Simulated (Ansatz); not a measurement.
Basis-set extrapolation for CH$_{5}$AlO$_{2}$Si (PBE0-D4/def2-TZVP geometry, frozen core, the Gaussian-basis code of Ansatz). Multiplicity 1, RHF reference.

|  | def2-TZVPP | def2-QZVPP |
| --- | --- | --- |
| HF | -721.436691 | -721.461625 |
| MP2 correlation | -0.847139 | -0.912139 |
| CCSD(T) correlation | -0.915609 | not run |

Energies in hartree. Use E(X) = E(∞) + A·exp(−7.88·√X) for Hartree–Fock and E(X) = E(∞) + B·X^(−2.97) for correlation, with X = 3 and 4, and add CCSD(T) minus MP2 of the smaller set to the MP2 limit.

Question: What is the CCSD(T) energy at the basis-set limit?

Answer: HF limit: -721.461625 + (-0.024934) × 0.13774 = -721.46506. MP2 limit: -0.912139 + (-0.065000) × 0.74074 = -0.96029. Higher-order term: -0.915609 − (-0.847139) = -0.06847. Total: -722.49382 hartree, 88.8 kcal/mol below CCSD(T)/def2-TZVPP.
